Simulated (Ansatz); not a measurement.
Start from `C[O][Hf]([Cl])([Cl])[Cl]` and change one atom or group to get `[Cl][Hf]([Cl])([Cl])[SeH]`.

Ansatz, PBE0-D4/def2-TZVP geometries, multiplicity 1. Each molecule was computed in one conformer, which needn't be the lowest.

Elements past krypton have def2 core potentials. Scalar relativity is left out up to krypton.

```json
{"property": "LUMO energy (ωB97M-V/def2-TZVPP) / eV", "`C[O][Hf]([Cl])([Cl])[Cl]`": "0.80"}
{"property": "size of the dipole moment (PBE/def2-TZVPP) / D", "`C[O][Hf]([Cl])([Cl])[Cl]`": "3.26"}
{"property": "HOMO–LUMO gap (PBE/def2-TZVPP) / eV", "`C[O][Hf]([Cl])([Cl])[Cl]`": "5.57"}
{"property": "HOMO–LUMO gap (B3LYP/def2-TZVPP) / eV", "`C[O][Hf]([Cl])([Cl])[Cl]`": "7.38"}
{"property": "LUMO energy (PBE/def2-TZVPP) / eV", "`C[O][Hf]([Cl])([Cl])[Cl]`": "-2.10"}
{"property": "LUMO energy (B3LYP/def2-TZVPP) / eV", "`C[O][Hf]([Cl])([Cl])[Cl]`": "-1.48"}
```

Q: What does the change do to each property? (Estimate.)

A: Ansatz gave: 
```csv
property,`[Cl][Hf]([Cl])([Cl])[SeH]`,shift
LUMO energy (ωB97M-V/def2-TZVPP) / eV,-0.25,-1.05
size of the dipole moment (PBE/def2-TZVPP) / D,0.49,-2.77
HOMO–LUMO gap (PBE/def2-TZVPP) / eV,3.53,-2.04
HOMO–LUMO gap (B3LYP/def2-TZVPP) / eV,5.02,-2.36
LUMO energy (PBE/def2-TZVPP) / eV,-3.12,-1.02
LUMO energy (B3LYP/def2-TZVPP) / eV,-2.50,-1.02
```

With PBE0 the HOMO rises by 1.35 eV and the LUMO falls by 1.04 eV, so the gap narrows by about 2.39 eV. PBE moves the HOMO by 1.02 eV and ωB97M-V by 1.55 eV. Dipoles are sizes alone; their direction can turn.

B3LYP here is the variant with VWN-RPA as its local correlation; programs differ in this.

Spin–orbit coupling is left out; it splits and shifts lone-pair levels of the heavy atoms by tenths of an eV.
